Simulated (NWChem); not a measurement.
Molecule: NbH2SO2F; SMILES [Nb]([F])([OH])(=[S])[OH]

```xyz
7

Nb     0.0054    -0.2208     0.0000
S      0.1036     1.9222     0.0000
F      1.7306    -0.9306     0.0000
O     -0.9244    -0.7887    -1.5205
H     -1.3328    -0.3540    -2.2760
O     -0.9244    -0.7887     1.5205
H     -1.3328    -0.3540     2.2760
```
Atoms are numbered in this order, from 1.

Computed with NWChem. Medium grid unless said otherwise, to which SCAN and Minnesota functionals are sensitive. The geometry was optimised at PBE0/def2-SVP. def2 effective core potentials on Nb; no spin-orbit coupling. Hybrids' shares of exact exchange are those that their runs print; pure functionals count as 0. The functionals differ in more than this share.

```
row                    share of exact exchange  highest occupied level (eV)
---------------------  -----------------------  ---------------------------
PBE/def2-SVP                              0.00                        -6.57
PW91/def2-SVP                             0.00                        -6.62
TPSSh/def2-SVP                            0.10                        -7.19
B3LYP/def2-SVP                            0.20                        -7.53
MPW1K/def2-SVP                            0.43                     withheld
M05-2X/def2-SVP                           0.56                        -9.07
Hartree-Fock/def2-SVP                     1.00                       -10.54
```

Task: Fit a straight line of the last column on the one before it, predict the withheld value, and compare with the run.

Result: 
1. Means of the 6 shown rows: x = 0.310, y = -7.920. Slope Σ(x − x̄)(y − ȳ)/Σ(x − x̄)² = -3.113/0.7870 = -3.956; intercept -6.694.
2. The shown rows scatter about the line by 0.109 (root mean square); the largest residual is -0.16, at M05-2X/def2-SVP.
3. At x = 0.43 (MPW1K/def2-SVP; inside the shown range) the line gives -8.40.
4. The run gives -8.80, -0.40 from the line, 3.7 times the scatter.
